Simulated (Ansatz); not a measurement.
Geometry optimisation, Ansatz 0.2.0, RKS r2SCAN/def2-SVP.

Input:

```yaml
crystal:
  periodic: [false, false, false]
  atoms:
    - { symbol: Si, position_ang: [-0.6669, -0.6669, -0.4479] }
    - { symbol: C, position_ang: [0.7972, 0.3964, 0.7629] }
    - { symbol: F, position_ang: [0.1309, -1.0069, -1.7793] }
    - { symbol: F, position_ang: [-0.2441, -2.0187, 0.3334] }
    - { symbol: H, position_ang: [-2.0688, -0.6909, -0.1563] }
    - { symbol: H, position_ang: [0.0994, 1.0265, -0.2618] }
    - { symbol: Br, position_ang: [-1.2124, 1.7202, -1.5923] }
    - { symbol: H, position_ang: [0.3135, 0.1406, 1.6959] }
    - { symbol: H, position_ang: [1.243, 1.3836, 0.9118] }
    - { symbol: H, position_ang: [1.6083, -0.2838, 0.5334] }
basis:
  gaussian: { orbitals: def2-SVP }
hamiltonian:
  xc: r2scan
relax:
  f_tol: 0.15
  max_steps: 25
  restrain:
    - { distance: [0, 6], at: 3.61, k: 30.0 }
    - { distance: [5, 1], at: 2.37, k: 30.0 }
    - { distance: [0, 1], at: 1.87, k: 30.0 }
    - { distance: [5, 6], at: 1.51, k: 30.0 }
output:
  orbitals: {}
```

Run as:

```bash
$ ansatz run input.yaml --threads 4 --pin off --max-ram 5120MiB --backend cpu --events-out ev --progress --plain --runs-dir out
```

**Question.** Where does it end, and by what steps?

**Answer.** The forces met the threshold. The restraints hold the end off the free minimum; the threshold counts their pulls, which the force column leaves out. Restrained pairs: Si1–Br7 (2.70 → 3.61 Å), C2–H6 (1.39 → 2.38 Å), Si1–C2 (2.18 → 1.86 Å), H6–Br7 (1.99 → 1.47 Å). After 18 steps the energy has fallen by 1.675 eV (the restraints' own energy left out); H6 moved furthest, 0.97 Å.

```csv
step,energy less start (eV),largest force component (eV/Å),accepted
0,0.0000,1.337,yes
1,0.1996,2.494,yes
2,0.2260,4.962,yes
3,-0.2334,4.757,yes
4,-1.0470,2.033,yes
5,-1.4979,0.796,yes
6,-1.5609,0.816,yes
7,-1.5873,0.961,yes
8,-1.6144,0.879,yes
9,-1.6234,0.857,yes
10,-1.5989,1.269,no
11,-1.6247,0.881,yes
12,-1.6241,0.981,yes
13,-1.6290,0.951,yes
14,-1.6362,0.994,yes
15,-1.6464,0.870,yes
16,-1.6664,0.837,yes
17,-1.6630,0.870,no
18,-1.6753,0.831,yes
```

```xyz
10
Properties=species:S:1:pos:R:3
Si -0.486 -0.961 -0.095
C 0.637 0.186 0.852
F -0.084 -0.916 -1.664
F -0.161 -2.468 0.398
H -1.940 -0.737 0.042
H 0.224 1.412 -1.147
Br -0.859 2.293 -1.620
H 0.646 -0.143 1.909
H 0.348 1.248 0.848
H 1.675 0.087 0.479
```

Run time: 78 s on 4 threads of Arm Neoverse N1 (shared host), peak memory 0.21 GiB.
